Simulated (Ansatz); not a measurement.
Geometry optimisation, RKS PBE-D4/def2-SVP in Ansatz.

Input:

```yaml
crystal:
  periodic: [false, false, false]
  atoms:
    - { symbol: C, position_ang: [-0.0492, 1.7961, -0.2522] }
    - { symbol: C, position_ang: [-0.5358, 0.3885, -0.1162] }
    - { symbol: As, position_ang: [0.9955, -0.8051, -0.2909] }
    - { symbol: "N", position_ang: [0.1105, -2.3027, 0.3236] }
    - { symbol: H, position_ang: [-0.9799, 2.4996, -0.194] }
    - { symbol: H, position_ang: [0.6301, 2.1201, 0.531] }
    - { symbol: H, position_ang: [0.3996, 1.9999, -1.2537] }
    - { symbol: H, position_ang: [-0.9711, 0.2627, 0.8702] }
    - { symbol: H, position_ang: [-1.2622, 0.1563, -0.8673] }
    - { symbol: H, position_ang: [1.5271, -0.4667, 1.1903] }
    - { symbol: H, position_ang: [1.38925, -1.41331, -1.62711] }
    - { symbol: H, position_ang: [0.7499, -3.0557, 0.5576] }
basis:
  gaussian: { orbitals: def2-SVP }
hamiltonian:
  xc: pbe
  dispersion: d4
relax:
  f_tol: 0.02
  max_steps: 50
output:
  orbitals: {}
```

Command:

```bash
$ ansatz run input.yaml --threads 2 --pin off --max-ram 3072MiB --backend cpu --events-out ev --progress --plain --runs-dir out
```

**Question.** Where does it end, and by what steps?

**Answer.** The run converged. The force dipped under the threshold on the way, but the program's further checks kept it going. After 8 steps the energy has fallen by 2.694 eV; H11 moved furthest, 0.67 Å.

| step | energy less start (eV) | largest force component (eV/Å) | accepted |
| --- | --- | --- | --- |
| 0 | 0.0000 | 3.974 | yes |
| 1 | -1.6854 | 2.939 | yes |
| 2 | -2.2998 | 2.047 | yes |
| 3 | -2.5543 | 1.007 | yes |
| 4 | -2.6534 | 0.813 | yes |
| 5 | -2.6772 | 0.263 | yes |
| 6 | -2.6909 | 0.072 | yes |
| 7 | -2.6933 | 0.013 | yes |
| 8 | -2.6936 | 0.012 | yes |

```xyz
12
Properties=species:S:1:pos:R:3
C -0.052 1.790 -0.310
C -0.595 0.385 -0.062
As 0.774 -0.999 -0.016
N -0.008 -2.475 0.403
H -0.878 2.531 -0.334
H 0.652 2.106 0.487
H 0.484 1.863 -1.279
H -1.125 0.297 0.908
H -1.310 0.061 -0.846
H 1.870 -0.347 0.885
H 1.499 -0.794 -1.382
H 0.693 -3.238 0.416
```

Run time: 27 s on 2 threads of Arm Neoverse V1, with other jobs on the host, peak memory 0.16 GiB.
